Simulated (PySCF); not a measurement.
C3H5ClOSi, SMILES Cl[Si@H](O)CC#C. Atoms are numbered in the order given.

```xyz
11

C     -2.7898     1.2636     0.5533
C     -2.0046     0.7441    -0.2094
C     -1.0247     0.0929    -1.0640
Si     0.3235    -0.7651    -0.0535
O      1.3431    -1.6322    -1.0320
Cl     1.3802     0.7154     0.9546
H     -3.4905     1.7309     1.2186
H     -0.5477     0.8205    -1.7447
H     -1.5015    -0.6754    -1.6995
H     -0.2487    -1.7211     0.9145
H      1.9651    -1.1512    -1.5907
```
Charge 0, spin multiplicity 1.

The structure is a stationary point at B3LYP-D3(BJ)/def2-SVP. The structure was generated by enumeration; whether it is a known compound was not checked. One conformer was computed; it need not be the lowest.

The numbers are results of TDA-ωB97X/def2-SVPD run with PySCF, not measurements.

Vertical excitations. Gas-phase values at a fixed geometry.

Computed excitation energies, oscillator strengths and character:
```json
[
 {"state": "S1", "energy (eV)": "6.50", "λ (nm)": "191", "f": "0.000", "main pairs": "HOMO→LUMO+3 46 %, HOMO→LUMO+5 11 %, HOMO−1→LUMO+4 10 %, HOMO→LUMO+4 9 %"},
 {"state": "S2", "energy (eV)": "6.77", "λ (nm)": "183", "f": "0.011", "main pairs": "HOMO→LUMO+4 31 %, HOMO−1→LUMO+3 27 %, HOMO→LUMO+1 8 %, HOMO−1→LUMO+5 7 %"},
 {"state": "S3", "energy (eV)": "6.82", "λ (nm)": "182", "f": "0.001", "main pairs": "HOMO−1→LUMO+4 50 %, HOMO→LUMO+3 10 %, HOMO−1→LUMO+1 9 %"},
 {"state": "S4", "energy (eV)": "7.73", "λ (nm)": "160", "f": "0.016", "main pairs": "HOMO→LUMO+1 71 %"},
 {"state": "S5", "energy (eV)": "7.87", "λ (nm)": "158", "f": "0.011", "main pairs": "HOMO→LUMO 52 %, HOMO→LUMO+2 14 %, HOMO−4→LUMO 9 %"},
 {"state": "S6", "energy (eV)": "8.03", "λ (nm)": "154", "f": "0.038", "main pairs": "HOMO−1→LUMO+1 64 %"},
 {"state": "S7", "energy (eV)": "8.11", "λ (nm)": "153", "f": "0.023", "main pairs": "HOMO→LUMO+2 49 %, HOMO−2→LUMO+2 12 %, HOMO→LUMO 9 %"},
 {"state": "S8", "energy (eV)": "8.67", "λ (nm)": "143", "f": "0.025", "main pairs": "HOMO−3→LUMO 29 %, HOMO−4→LUMO 19 %, HOMO−2→LUMO 18 %, HOMO−3→LUMO+2 6 %"},
 {"state": "S9", "energy (eV)": "8.78", "λ (nm)": "141", "f": "0.002", "main pairs": "HOMO−1→LUMO 41 %, HOMO−1→LUMO+2 27 %, HOMO−1→LUMO+1 11 %, HOMO−1→LUMO+8 7 %"},
 {"state": "S10", "energy (eV)": "8.87", "λ (nm)": "140", "f": "0.046", "main pairs": "HOMO−3→LUMO+2 40 %, HOMO−3→LUMO+1 12 %, HOMO−4→LUMO 9 %"},
 {"state": "T1", "energy (eV)": "5.40", "λ (nm)": "229", "f": "0", "main pairs": "HOMO→LUMO+4 29 %, HOMO−1→LUMO+3 23 %, HOMO−1→LUMO+5 6 %, HOMO→LUMO+1 5 %"},
 {"state": "T2", "energy (eV)": "5.97", "λ (nm)": "208", "f": "0", "main pairs": "HOMO→LUMO+3 37 %, HOMO−1→LUMO+4 23 %, HOMO→LUMO+5 10 %"},
 {"state": "T3", "energy (eV)": "5.97", "λ (nm)": "208", "f": "0", "main pairs": "HOMO−1→LUMO+3 33 %, HOMO→LUMO+4 27 %, HOMO−1→LUMO+5 9 %"},
 {"state": "T4", "energy (eV)": "6.55", "λ (nm)": "189", "f": "0", "main pairs": "HOMO−1→LUMO+4 39 %, HOMO→LUMO+3 19 %, HOMO−1→LUMO+1 7 %"}
]
```
Triplets are in the Tamm–Dancoff approximation.
